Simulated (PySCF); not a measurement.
Distances in Å between the heavy atoms of a computed structure (PBE/6-31G*; lower triangle, same order across):
```
C1    0.00
C2    1.35  0.00
O3    2.34  1.38  0.00
C4    3.58  2.39  1.40  0.00
F5    4.46  3.47  2.19  1.35  0.00
F6    3.83  2.73  2.27  1.37  2.21  0.00
C7    2.52  1.51  2.48  2.84  4.16  2.93  0.00
N8    2.91  2.43  3.64  4.02  5.34  3.75  1.37  0.00
O9    3.57  2.41  2.87  2.84  4.12  3.17  1.24  2.30  0.00
```

Hydrogens: 2 on C1, 1 on C4, 2 on N8.

Neutral, closed shell.

Q: Read off the bonds between heavy atoms and their formal orders.

A: C1–C2 (double); C2–O3 (single); O3–C4 (single); C4–F5 (single); C4–F6 (single); C2–C7 (single); C7–N8 (single); C7–O9 (double).

Q: Write the SMILES.

A: `C=C(OC(F)F)C(N)=O`, C4H5F2NO2. Among its features: amide, C=C double bond, ether and C–F bond.

Q: Describe the place of each heavy atom.

A: C1: terminal =CH2 carbon; C2: vinylic carbon bearing oxygen; O3: ether oxygen; C4: CHF2 carbon; F5/F6: fluorine of a CF2 group; C7: amide carbonyl carbon; N8: amide nitrogen; O9: amide oxygen.

The values belong to the conformer `[CH2:1]=[C:2]([O:3][CH:4]([F:5])[F:6])[C:7]([NH2:8])=[O:9]`: C1–C2–O3–C4 -155°, C2–O3–C4–F5 166°, C1–C2–C7–N8 33°, H–N8–C7–C2 175°, H–N8–C7–C2 24°.
